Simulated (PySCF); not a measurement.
MgI and its ions

PBE0; basis Mg x2c-SVPall, I x2c-SVPall; spin-free X2C with a Gaussian nucleus; PySCF 2.14. Neutral (UKS): doublet (σ ↑), Re = 2.604 Å, ωe = 311 cm⁻¹, De = 2.34 eV, HOMO -5.67 eV, LUMO -2.93 eV.

MgI⁺ (UKS): singlet (closed shell), Re = 2.485 Å, ωe = 371 cm⁻¹, De = 2.32 eV to Mg⁺ + I. The energies at the minima are -7314.72494 hartree for MgI and -7314.44607 for MgI⁺.

Question: Work out the adiabatic ionisation energy, without and with harmonic zero-point energies (1 hartree = 27.2114 eV, 1 eV = 8065.5 cm⁻¹), and the change of the bond length.

Answer: At PBE0: 0.27887 hartree = 7.588 eV between the minima; the zero-point term (371.0 − 311.0)/2 cm⁻¹ = +0.004 eV makes it 7.592 eV. Re changes by -11.9 pm against the neutral. The electron leaves a σ orbital; in so polar a molecule the change of length follows mostly from the change of the ionic charges.

Spin–orbit coupling is left out, which matters for elements this heavy, above all for dissociation energies. For an ion De counts to the pair picked by the measured ionisation energies or electron affinities, which need not be the lowest pair at this level. States were picked by a PBE0 search and need not be the measured ground states.
